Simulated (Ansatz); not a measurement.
Mulliken charges of CH$_{5}$FGeOSi, SMILES `F[CH]1O[SiH2][GeH2]1` from ωB97M-V/def2-TZVPP in Ansatz (PBE0-D4/def2-TZVP geometry).

```tsv
atom	x (Å)	y (Å)	z (Å)	charge (e)
F1	-1.939	0.944	-0.487	-0.209
C2	-0.855	0.820	0.353	0.116
O3	-0.897	-0.428	0.983	-0.334
Si4	0.265	-1.426	0.282	0.295
Ge5	0.870	0.635	-0.710	-0.010
H6	-0.939	1.612	1.101	0.116
H7	1.113	-2.043	1.333	-0.022
H8	-0.336	-2.509	-0.540	-0.023
H9	2.051	1.406	-0.102	0.031
H10	0.749	0.937	-2.209	0.041
```

**Question.** By hand: the dipole of these point charges (1 e Å = 4.8032 D).

**Answer.** Σ q r = (0.644, -0.015, -0.078) e Å, of length 0.649 e Å = 3.12 D.

**Question.** How does the dipole of the full density compare? (Estimate.)

**Answer.** The calculation gave: (0.465, -0.001, -0.036) e Å, 2.24 D; the point charges give 1.39 times that, at 3° from its direction.

Point charges leave out the atoms' own dipoles, such as those of lone pairs, and Mulliken's split depends on the basis, so the two needn't agree.
